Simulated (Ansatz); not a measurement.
Species: sum formula NbOF, charge 0, multiplicity 3. The spin state was set by rule; other spins were not relaxed. 
Structure (B3LYP-D3(BJ)/def2-TZVP (Ansatz, a first-principles code) minimum search):
SMILES: [O]=[Nb][F]
```xyz
3

Nb     0.0331     0.2284    -0.1575
O      1.3250    -0.8475    -0.3924
F     -1.3284    -0.2873     1.0663
```
Charge 0, spin multiplicity 3.

Total electronic energies in hartree. Correlated levels leave the core frozen unless marked. UHF or UKS for open shells. Spin-orbit coupling is left out. The frozen core is the preceding noble-gas configuration, with the filled d and f shells of earlier blocks. Past Kr the def2 sets carry scalar-relativistic core potentials. STO-3G rows are all-electron and non-relativistic. CBS marks a two-point X^-3 extrapolation of the correlation energy; Hartree-Fock from the larger set. The bracket is a focal-point correction in the basis named.

```tsv
level	program	energy (Eh)
HF/def2-TZVPP	Ansatz	-230.82691
revPBE-D3(BJ)/def2-TZVPD	Ansatz + dftd3	-232.19198
PBE0/def2-SVP	Ansatz	-231.76408
BHLYP/def2-TZVPD	Ansatz	-231.99456
r2SCANh/def2-TZVPD	Ansatz	-232.11071
HSE06-D3(BJ)/def2-TZVPD	Ansatz + dftd3	-231.98792
CAM-B3LYP/def2-TZVPD	Ansatz	-232.09109
B2GP-PLYP/def2-TZVPD	Ansatz	-231.84960
RI-MP2/def2-TZVPPD	Ansatz	-231.47217
SCS-MP2/STO-3G	Ansatz	-3888.11743
SCS-MP2/def2-TZVPP	Ansatz	-231.43114
CCSD/def2-SVPD	Ansatz	-231.10875
CCSD(T)/def2-SVP	Ansatz	-231.09524
RI-MP2/CBS(def2-TZVPPD,def2-QZVPPD)+[CCSD(T)-MP2]/def2-SVPD	Ansatz	-231.5668
RI-MP2/CBS(def2-TZVPPD,def2-QZVPPD)+[CCSD(T)-MP2]/def2-TZVPPD	Ansatz	-231.5703
```

Totals of different functionals don't rank their quality; only differences between species are comparable.
